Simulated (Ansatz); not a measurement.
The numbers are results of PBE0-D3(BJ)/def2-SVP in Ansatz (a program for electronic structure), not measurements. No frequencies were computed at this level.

Ansatz 0.2 input:
```yaml
crystal:
  periodic: [false, false, false]
  atoms:
    - { symbol: B, position_ang: [-3.345525, 0.723627, 0.499102] }
    - { symbol: C, position_ang: [-1.843805, 0.453945, 0.189785] }
    - { symbol: C, position_ang: [-1.005811, 1.575535, 0.189134] }
    - { symbol: C, position_ang: [0.370615, 1.692907, 0.086994] }
    - { symbol: C, position_ang: [1.317472, 0.697828, -0.071163] }
    - { symbol: C, position_ang: [2.698152, 0.866689, -0.162826] }
    - { symbol: C, position_ang: [3.2922, -0.384454, -0.317634] }
    - { symbol: C, position_ang: [2.310551, -1.370844, -0.332762] }
    - { symbol: C, position_ang: [1.063385, -0.761755, -0.183914] }
    - { symbol: C, position_ang: [-0.157732, -1.405217, -0.166853] }
    - { symbol: C, position_ang: [-1.437689, -0.883277, -0.006278] }
    - { symbol: O, position_ang: [-2.481322, -1.766569, -0.06062] }
    - { symbol: H, position_ang: [-3.862959, 1.679344, 0.068976] }
    - { symbol: H, position_ang: [-3.937934, 0.003165, 1.200731] }
    - { symbol: H, position_ang: [-1.530833, 2.5148, 0.31641] }
    - { symbol: H, position_ang: [0.765481, 2.702559, 0.134008] }
    - { symbol: H, position_ang: [3.213682, 1.808199, -0.117317] }
    - { symbol: H, position_ang: [4.34966, -0.561271, -0.412201] }
    - { symbol: H, position_ang: [2.478805, -2.426621, -0.442157] }
    - { symbol: H, position_ang: [-0.104652, -2.486384, -0.286597] }
    - { symbol: H, position_ang: [-2.151738, -2.672205, -0.124817] }
basis:
  gaussian: { orbitals: def2-svp }
hamiltonian:
  xc: pbe0
  dispersion: d3bj
relax:
  max_steps: 150
```

Output:

```
[...]
relax step   1: F+E_penalty+E_count = -13213.37710737 eV  Δ(F+E_penalty+E_count) = +0.000e0 eV  max|allowed force component| = 1.017e0 eV/Å  Δτ_max = 0.0000 Å  (31 SCF iters, accepted)
these checks for a lower state are left out or cut short: starts, cluster_reference, orbital_swaps, neighbouring_geometries, increment
2483 factors; integrals over basis functions are off by at most 4.1e-4 eV
mean field -13212.87577517 eV, -485.5642287287 hartree, gradient 2.6e-5 eV, S^2 0.000000; 0 other end points of the search recorded, 0 dependent functions left out
reference -13212.87580980 eV, -485.5642300011 hartree; 41, 41 occupied and 172, 172 virtual orbitals, 2483 factors
relax step   2: F+E_penalty+E_count = -13213.46971929 eV  Δ(F+E_penalty+E_count) = -9.261e-2 eV  max|allowed force component| = 3.473e-1 eV/Å  Δτ_max = 0.1053 Å  (35 SCF iters, accepted)
these checks for a lower state are left out or cut short: starts, cluster_reference, orbital_swaps, neighbouring_geometries, increment
2483 factors; integrals over basis functions are off by at most 4.2e-4 eV
mean field evaluation 32: about -13212.8811 eV, gradient 2.2e-5 eV
mean field -13212.88107168 eV, -485.5644233718 hartree, gradient 2.2e-5 eV, S^2 0.000000; 0 other end points of the search recorded, 0 dependent functions left out
reference -13212.88110643 eV, -485.5644246488 hartree; 41, 41 occupied and 172, 172 virtual orbitals, 2483 factors
relax step   3: F+E_penalty+E_count = -13213.47428175 eV  Δ(F+E_penalty+E_count) = -4.562e-3 eV  max|allowed force component| = 4.182e-1 eV/Å  Δτ_max = 0.1481 Å  (35 SCF iters, accepted)
these checks for a lower state are left out or cut short: starts, cluster_reference, orbital_swaps, neighbouring_geometries, increment
2483 factors; integrals over basis functions are off by at most 4.2e-4 eV
mean field -13212.89358821 eV, -485.5648833458 hartree, gradient 1.8e-5 eV, S^2 0.000000; 0 other end points of the search recorded, 0 dependent functions left out
reference -13212.89362293 eV, -485.5648846217 hartree; 41, 41 occupied and 172, 172 virtual orbitals, 2483 factors
relax step   4: F+E_penalty+E_count = -13213.48672202 eV  Δ(F+E_penalty+E_count) = -1.244e-2 eV  max|allowed force component| = 3.935e-1 eV/Å  Δτ_max = 0.0985 Å  (35 SCF iters, accepted)
these checks for a lower state are left out or cut short: starts, cluster_reference, orbital_swaps, neighbouring_geometries, increment
2483 factors; integrals over basis functions are off by at most 4.4e-4 eV
mean field -13212.91331888 eV, -485.5656084345 hartree, gradient 2.4e-5 eV, S^2 0.000000; 0 other end points of the search recorded, 0 dependent functions left out
reference -13212.91335329 eV, -485.5656096991 hartree; 41, 41 occupied and 172, 172 virtual orbitals, 2483 factors
relax step   5: F+E_penalty+E_count = -13213.50659059 eV  Δ(F+E_penalty+E_count) = -1.987e-2 eV  max|allowed force component| = 2.441e-1 eV/Å  Δτ_max = 0.2000 Å  (36 SCF iters, accepted)
these checks for a lower state are left out or cut short: starts, cluster_reference, orbital_swaps, neighbouring_geometries, increment
2483 factors; integrals over basis functions are off by at most 4.4e-4 eV
mean field -13212.83766749 eV, -485.5628282971 hartree, gradient 2.1e-5 eV, S^2 0.000000; 0 other end points of the search recorded, 0 dependent functions left out
reference -13212.83770174 eV, -485.5628295559 hartree; 41, 41 occupied and 172, 172 virtual orbitals, 2483 factors
relax step   6: F+E_penalty+E_count = -13213.43097131 eV  Δ(F+E_penalty+E_count) = +7.562e-2 eV  max|allowed force component| = 9.069e-1 eV/Å  Δτ_max = 0.2000 Å  (36 SCF iters, rejected (line search))
these checks for a lower state are left out or cut short: starts, cluster_reference, orbital_swaps, neighbouring_geometries, increment
2483 factors; integrals over basis functions are off by at most 4.5e-4 eV
mean field -13212.91965285 eV, -485.5658412038 hartree, gradient 1.7e-5 eV, S^2 0.000000; 0 other end points of the search recorded, 0 dependent functions left out
reference -13212.91968717 eV, -485.5658424649 hartree; 41, 41 occupied and 172, 172 virtual orbitals, 2483 factors
relax step   7: F+E_penalty+E_count = -13213.51284949 eV  Δ(F+E_penalty+E_count) = -6.259e-3 eV  max|allowed force component| = 1.121e-1 eV/Å  Δτ_max = 0.1000 Å  (36 SCF iters, accepted)
these checks for a lower state are left out or cut short: starts, cluster_reference, orbital_swaps, neighbouring_geometries, increment
2483 factors; integrals over basis functions are off by at most 4.5e-4 eV
mean field evaluation 64: about -13212.9201 eV, gradient 2.6e-1 eV
mean field -13212.92037039 eV, -485.5658675726 hartree, gradient 1.1e-5 eV, S^2 0.000000; 0 other end points of the search recorded, 0 dependent functions left out
reference -13212.92040468 eV, -485.5658688330 hartree; 41, 41 occupied and 172, 172 virtual orbitals, 2483 factors
relax step   8: F+E_penalty+E_count = -13213.51333987 eV  Δ(F+E_penalty+E_count) = -4.904e-4 eV  max|allowed force component| = 1.523e-1 eV/Å  Δτ_max = 0.0999 Å  (38 SCF iters, accepted)
these checks for a lower state are left out or cut short: starts, cluster_reference, orbital_swaps, neighbouring_geometries, increment
2483 factors; integrals over basis functions are off by at most 4.6e-4 eV
mean field -13212.92339154 eV, -485.5659785981 hartree, gradient 1.8e-5 eV, S^2 0.000000; 0 other end points of the search recorded, 0 dependent functions left out
reference -13212.92342589 eV, -485.5659798603 hartree; 41, 41 occupied and 172, 172 virtual orbitals, 2483 factors
relax step   9: F+E_penalty+E_count = -13213.51629263 eV  Δ(F+E_penalty+E_count) = -2.953e-3 eV  max|allowed force component| = 1.303e-1 eV/Å  Δτ_max = 0.0860 Å  (36 SCF iters, accepted)
these checks for a lower state are left out or cut short: starts, cluster_reference, orbital_swaps, neighbouring_geometries, increment
2483 factors; integrals over basis functions are off by at most 4.6e-4 eV
mean field -13212.92430605 eV, -485.5660122057 hartree, gradient 1.9e-5 eV, S^2 0.000000; 0 other end points of the search recorded, 0 dependent functions left out
reference -13212.92434041 eV, -485.5660134684 hartree; 41, 41 occupied and 172, 172 virtual orbitals, 2483 factors
relax step  10: F+E_penalty+E_count = -13213.51726632 eV  Δ(F+E_penalty+E_count) = -9.737e-4 eV  max|allowed force component| = 5.650e-2 eV/Å  Δτ_max = 0.0374 Å  (31 SCF iters, accepted)
these checks for a lower state are left out or cut short: starts, cluster_reference, orbital_swaps, neighbouring_geometries, increment
2483 factors; integrals over basis functions are off by at most 4.6e-4 eV
mean field -13212.92434693 eV, -485.5660137079 hartree, gradient 7.4e-5 eV, S^2 0.000000; 0 other end points of the search recorded, 0 dependent functions left out
reference -13212.92438129 eV, -485.5660149706 hartree; 41, 41 occupied and 172, 172 virtual orbitals, 2483 factors
relax step  11: F+E_penalty+E_count = -13213.51731725 eV  Δ(F+E_penalty+E_count) = -5.093e-5 eV  max|allowed force component| = 5.058e-2 eV/Å  Δτ_max = 0.0021 Å  (25 SCF iters, accepted)
these checks for a lower state are left out or cut short: starts, cluster_reference, orbital_swaps, neighbouring_geometries, increment
2483 factors; integrals over basis functions are off by at most 4.6e-4 eV
mean field -13212.92497093 eV, -485.5660366395 hartree, gradient 1.5e-5 eV, S^2 0.000000; 0 other end points of the search recorded, 0 dependent functions left out
reference -13212.92500527 eV, -485.5660379013 hartree; 41, 41 occupied and 172, 172 virtual orbitals, 2483 factors
relax step  12: F+E_penalty+E_count = -13213.51794623 eV  Δ(F+E_penalty+E_count) = -6.290e-4 eV  max|allowed force component| = 1.934e-2 eV/Å  Δτ_max = 0.0427 Å  (35 SCF iters, accepted)
these checks for a lower state are left out or cut short: starts, cluster_reference, orbital_swaps, neighbouring_geometries, increment
2483 factors; integrals over basis functions are off by at most 4.6e-4 eV
mean field evaluation 96: about -13212.9252 eV, gradient 1.8e-4 eV
mean field -13212.92518533 eV, -485.5660445186 hartree, gradient 1.5e-5 eV, S^2 0.000000; 0 other end points of the search recorded, 0 dependent functions left out
reference -13212.92521965 eV, -485.5660457799 hartree; 41, 41 occupied and 172, 172 virtual orbitals, 2483 factors
relax step  13: F+E_penalty+E_count = -13213.51813498 eV  Δ(F+E_penalty+E_count) = -1.888e-4 eV  max|allowed force component| = 3.234e-2 eV/Å  Δτ_max = 0.0575 Å  (34 SCF iters, accepted)
these checks for a lower state are left out or cut short: starts, cluster_reference, orbital_swaps, neighbouring_geometries, increment
2483 factors; integrals over basis functions are off by at most 4.7e-4 eV
mean field -13212.92500998 eV, -485.5660380747 hartree, gradient 1.6e-5 eV, S^2 0.000000; 0 other end points of the search recorded, 0 dependent functions left out
reference -13212.92504431 eV, -485.5660393361 hartree; 41, 41 occupied and 172, 172 virtual orbitals, 2483 factors
relax step  14: F+E_penalty+E_count = -13213.51792460 eV  Δ(F+E_penalty+E_count) = +2.104e-4 eV  max|allowed force component| = 6.712e-2 eV/Å  Δτ_max = 0.0573 Å  (35 SCF iters, rejected (line search))
these checks for a lower state are left out or cut short: starts, cluster_reference, orbital_swaps, neighbouring_geometries, increment
2483 factors; integrals over basis functions are off by at most 4.6e-4 eV
mean field -13212.92531290 eV, -485.5660492066 hartree, gradient 1.7e-5 eV, S^2 0.000000; 0 other end points of the search recorded, 0 dependent functions left out
reference -13212.92534721 eV, -485.5660504677 hartree; 41, 41 occupied and 172, 172 virtual orbitals, 2483 factors
relax step  15: F+E_penalty+E_count = -13213.51826619 eV  Δ(F+E_penalty+E_count) = -1.312e-4 eV  max|allowed force component| = 2.048e-2 eV/Å  Δτ_max = 0.0227 Å  (29 SCF iters, accepted)
these checks for a lower state are left out or cut short: starts, cluster_reference, orbital_swaps, neighbouring_geometries, increment
2483 factors; integrals over basis functions are off by at most 4.6e-4 eV
mean field -13212.92533164 eV, -485.5660498954 hartree, gradient 1.6e-5 eV, S^2 0.000000; 0 other end points of the search recorded, 0 dependent functions left out
reference -13212.92536595 eV, -485.5660511563 hartree; 41, 41 occupied and 172, 172 virtual orbitals, 2483 factors
relax step  16: F+E_penalty+E_count = -13213.51829010 eV  Δ(F+E_penalty+E_count) = -2.390e-5 eV  max|allowed force component| = 1.733e-2 eV/Å  Δτ_max = 0.0125 Å  (28 SCF iters, accepted)
these checks for a lower state are left out or cut short: starts, cluster_reference, orbital_swaps, neighbouring_geometries, increment
2483 factors; integrals over basis functions are off by at most 4.6e-4 eV
mean field -13212.92534424 eV, -485.5660503582 hartree, gradient 2.7e-5 eV, S^2 0.000000; 0 other end points of the search recorded, 0 dependent functions left out
reference -13212.92537854 eV, -485.5660516190 hartree; 41, 41 occupied and 172, 172 virtual orbitals, 2483 factors
relax step  17: F+E_penalty+E_count = -13213.51831492 eV  Δ(F+E_penalty+E_count) = -2.482e-5 eV  max|allowed force component| = 9.139e-3 eV/Å  Δτ_max = 0.0147 Å  (28 SCF iters, accepted)
2483 factors; integrals over basis functions are off by at most 4.6e-4 eV
mean field evaluation 128: about -13200.8034 eV, gradient 6.8e1 eV
mean field -13212.92534424 eV, -485.5660503582 hartree, gradient 2.7e-5 eV, S^2 0.000000; 1 other end points of the search recorded, 0 dependent functions left out
reference -13212.92537854 eV, -485.5660516190 hartree; 41, 41 occupied and 172, 172 virtual orbitals, 2483 factors
Total energy: -13213.51834923 eV, -485.5878428896 hartree
Atom 0 at    -3.371592     0.752068     0.410972 Å, force     0.000007    -0.006456     0.002858 eV/Å
Atom 1 at    -1.864921     0.434321     0.227966 Å, force    -0.008486    -0.004541    -0.000776 eV/Å
Atom 2 at    -1.012272     1.561791     0.229340 Å, force     0.004281     0.000547    -0.000808 eV/Å
Atom 3 at     0.365817     1.700086     0.097261 Å, force    -0.005318     0.000763    -0.000150 eV/Å
Atom 4 at     1.327726     0.709791    -0.081617 Å, force     0.005843    -0.000721    -0.000146 eV/Å
Atom 5 at     2.707669     0.885373    -0.211297 Å, force    -0.001316    -0.001314     0.000235 eV/Å
Atom 6 at     3.297635    -0.384192    -0.373146 Å, force    -0.002022    -0.000837    -0.000428 eV/Å
Atom 7 at     2.319323    -1.384776    -0.350560 Å, force     0.003872     0.000121     0.000621 eV/Å
Atom 8 at     1.069229    -0.764453    -0.171502 Å, force    -0.004777     0.001953     0.000360 eV/Å
Atom 9 at    -0.150245    -1.414730    -0.096770 Å, force     0.003522    -0.002418    -0.000518 eV/Å
Atom 10 at    -1.453336    -0.915584     0.077289 Å, force    -0.003972     0.002127     0.000629 eV/Å
Atom 11 at    -2.444564    -1.831378     0.105636 Å, force     0.009139     0.001035     0.000143 eV/Å
Atom 12 at    -3.692357     1.912221     0.534603 Å, force    -0.000393    -0.001176    -0.000890 eV/Å
Atom 13 at    -4.223009    -0.098040     0.436090 Å, force     0.005502     0.007287    -0.001333 eV/Å
Atom 14 at    -1.547579     2.506269     0.360115 Å, force    -0.000491     0.000051     0.000167 eV/Å
Atom 15 at     0.748113     2.725298     0.139074 Å, force    -0.000083     0.000569     0.000073 eV/Å
Atom 16 at     3.226321     1.842803    -0.189478 Å, force     0.000440     0.000254     0.000182 eV/Å
Atom 17 at     4.367568    -0.561781    -0.498633 Å, force    -0.000530     0.000079     0.000305 eV/Å
Atom 18 at     2.482651    -2.456838    -0.452354 Å, force     0.000133    -0.000327    -0.000381 eV/Å
Atom 19 at    -0.084435    -2.507472    -0.190101 Å, force     0.000624     0.001388    -0.000674 eV/Å
Atom 20 at    -2.067741    -2.710775    -0.002888 Å, force    -0.005978     0.001616     0.000529 eV/Å
Dipole moment:     0.265472    -0.314503    -0.052679 e Å
```

Cost: about 7 core-minutes (a rough figure).
